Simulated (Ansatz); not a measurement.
Ansatz (an electronic-structure program) input (B3LYP-D3(BJ)/def2-TZVP):

Ansatz 0.2 input:
```yaml
crystal:
  periodic: [false, false, false]
  atoms:
    - {symbol: Re, position_ang: [0.06611027, -0.07639622, 0.06696306]}
    - {symbol: O, position_ang: [0.91796332, 0.58469534, -1.26759985]}
    - {symbol: O, position_ang: [-1.53774712, 0.13151920, 0.63982120]}
basis:
  gaussian:
    orbitals: def2-TZVP
hamiltonian:
  xc: b3lyp
  dispersion: d3bj
magnetization: {spin_polarized: true, initial_magnetization: 3}
phonons: {temperatures: {t_min: 298.15, t_max: 298.15, t_step: 100}}
```

Output:

```
Functional definition: B3LYP
integrals: 0.03 GiB planned
679 factors; their error is unknown
mean field: 0.36 GiB planned
mean field evaluation 1: about -6211.2278 eV, gradient 6.7e1 eV
mean field evaluation 2: about -5988.0618 eV, gradient 2.2e2 eV
mean field evaluation 4: about -6226.3057 eV, gradient 8.6e0 eV
mean field evaluation 8: about -6226.6181 eV, gradient 1.1e-1 eV
mean field evaluation 16: about -6226.6335 eV, gradient 7.6e-4 eV
mean field -6226.63345518 eV, -228.8245589142 hartree, gradient 2.8e-5 eV, S^2 3.760346; 0 other end points of the search recorded, 0 dependent functions left out
the calculation of the forces begins
reference -6226.63365411 eV, -228.8245662248 hartree; 17, 14 occupied and 85, 88 virtual orbitals, 679 factors
these checks for a lower state are left out or cut short: stability, starts, cluster_reference, orbital_swaps, neighbouring_geometries, increment
integrals: 0.03 GiB planned
679 factors; their error is unknown
mean field: 0.36 GiB planned
mean field -6226.63334318 eV, -228.8245547980 hartree, gradient 2.2e-6 eV, S^2 3.760360; 0 other end points of the search recorded, 0 dependent functions left out
the calculation of the forces begins
reference -6226.63354209 eV, -228.8245621081 hartree; 17, 14 occupied and 85, 88 virtual orbitals, 679 factors
these checks for a lower state are left out or cut short: stability, starts, cluster_reference, orbital_swaps, neighbouring_geometries, increment
integrals: 0.03 GiB planned
679 factors; their error is unknown
mean field: 0.36 GiB planned
mean field evaluation 32: about -6226.6333 eV, gradient 7.6e-2 eV
mean field -6226.63334147 eV, -228.8245547354 hartree, gradient 2.3e-6 eV, S^2 3.760331; 0 other end points of the search recorded, 0 dependent functions left out
the calculation of the forces begins
reference -6226.63354041 eV, -228.8245620464 hartree; 17, 14 occupied and 85, 88 virtual orbitals, 679 factors
these checks for a lower state are left out or cut short: stability, starts, cluster_reference, orbital_swaps, neighbouring_geometries, increment
integrals: 0.03 GiB planned
679 factors; their error is unknown
mean field: 0.36 GiB planned
mean field -6226.63334035 eV, -228.8245546941 hartree, gradient 1.9e-6 eV, S^2 3.760398; 0 other end points of the search recorded, 0 dependent functions left out
the calculation of the forces begins
reference -6226.63353925 eV, -228.8245620038 hartree; 17, 14 occupied and 85, 88 virtual orbitals, 679 factors
these checks for a lower state are left out or cut short: stability, starts, cluster_reference, orbital_swaps, neighbouring_geometries, increment
integrals: 0.03 GiB planned
679 factors; their error is unknown
mean field: 0.36 GiB planned
mean field -6226.63331816 eV, -228.8245538788 hartree, gradient 1.9e-6 eV, S^2 3.760294; 0 other end points of the search recorded, 0 dependent functions left out
the calculation of the forces begins
reference -6226.63351711 eV, -228.8245611902 hartree; 17, 14 occupied and 85, 88 virtual orbitals, 679 factors
these checks for a lower state are left out or cut short: stability, starts, cluster_reference, orbital_swaps, neighbouring_geometries, increment
integrals: 0.03 GiB planned
679 factors; their error is unknown
mean field: 0.36 GiB planned
mean field -6226.63344266 eV, -228.8245584541 hartree, gradient 2.0e-6 eV, S^2 3.760384; 0 other end points of the search recorded, 0 dependent functions left out
the calculation of the forces begins
reference -6226.63364158 eV, -228.8245657643 hartree; 17, 14 occupied and 85, 88 virtual orbitals, 679 factors
these checks for a lower state are left out or cut short: stability, starts, cluster_reference, orbital_swaps, neighbouring_geometries, increment
integrals: 0.03 GiB planned
679 factors; their error is unknown
mean field: 0.36 GiB planned
mean field evaluation 64: about -6226.6334 eV, gradient 7.6e-2 eV
mean field -6226.63342237 eV, -228.8245577083 hartree, gradient 1.8e-6 eV, S^2 3.760309; 0 other end points of the search recorded, 0 dependent functions left out
the calculation of the forces begins
reference -6226.63362131 eV, -228.8245650192 hartree; 17, 14 occupied and 85, 88 virtual orbitals, 679 factors
Total energy: -6226.71802620 eV, -228.8276668419 hartree
Atom 0 at     0.066110    -0.076396     0.066963 Å, force     0.000021    -0.000025     0.000021 eV/Å
Atom 1 at     0.917963     0.584695    -1.267600 Å, force    -0.000013     0.000012    -0.000009 eV/Å
Atom 2 at    -1.537747     0.131519     0.639821 Å, force    -0.000008     0.000013    -0.000013 eV/Å
Dipole moment:     0.235471    -0.272108     0.238509 e Å
Vibrations: 256.56 960.62 1016.28 cm⁻¹, zero-point energy 0.138458 eV
```

The spin state was set by rule; other spins were not relaxed.
